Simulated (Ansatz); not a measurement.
Species: ditellurium, Te₂, net charge 0, triplet state. 
Coordinates optimised at B3LYP-D3(BJ)/def2-TZVP (Ansatz, an electronic-structure program):
```
Te
Te 1 2.5746
```
Charge 0, spin multiplicity 3.

Problem. Give the harmonic wavenumbers at B3LYP-D3(BJ)/def2-TZVP (Ansatz, finite differences of forces, unscaled).

Solution. 251 cm⁻¹. Zero-point energy 0.4 kcal/mol.

Problem. From these and the geometry, give the ideal-gas thermochemistry at 298.15 K and 1 atm (rigid rotor, harmonic oscillator).

Solution. Point group D∞h, rotational symmetry number 2. Rotational constants 1.195, 1.195 GHz. S(trans) 42.51, S(rot) 17.61, S(vib) 1.72, S(elec, spin only) 2.18, S 64.0 cal/(mol K). H(298) - H(0) 2.38 kcal/mol; G - E(el) -16.4 kcal/mol.
